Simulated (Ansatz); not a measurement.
Total energies of Ni(NH2)2 (NiN2H4) from Ansatz at r2SCAN-D4/def2-TZVPD, gas phase (1 Eh = 27.2114 eV = 2625.5 kJ/mol). The reference geometry is relaxed at r2SCAN-D4/def2-TZVP.

Cartesian coordinates in Å:
```
Ni 0.001 0.000 0.001
N -0.923 -0.813 1.295
H -1.841 -1.222 1.194
H -0.614 -0.938 2.249
N 0.923 0.812 -1.295
H 0.611 0.939 -2.248
H 1.842 1.222 -1.197
```

```tsv
state	geometry	energy (Eh)
charge 0 triplet	reference	-1620.23521
charge -1 doublet	reference	-1620.27377
free Ni atom (triplet)	–	-1508.25542
free N atom (quartet)	–	-54.58108
free H atom (doublet)	–	-0.49993
```

Q: Work out the vertical electron affinity, to the doublet.

A: E(charge 0 triplet) − E(charge -1 doublet) = -1620.23521 − (-1620.27377) = 0.03856 Eh = 1.05 eV.

Q: What is the binding energy per atom against free atoms?

A: Atoms: 1 × (-1508.25542) + 2 × (-54.58108) + 4 × (-0.49993) = -1619.41730 Eh. Binding: -1619.41730 − (-1620.23521) = 0.81791 Eh = 22.26 eV, or 3.18 eV for each of 7 atoms (no zero-point energy, no counterpoise term).

At r2SCAN-D4/def2-TZVPD the highest occupied level of the charge -1 doublet lies above zero (up to 2.07 eV). By energy differences its removal costs 1.05 eV (vertical, to the charge 0 triplet, at r2SCAN-D4/def2-TZVPD); a positive level beside a positive removal energy at the same level points to self-interaction error.
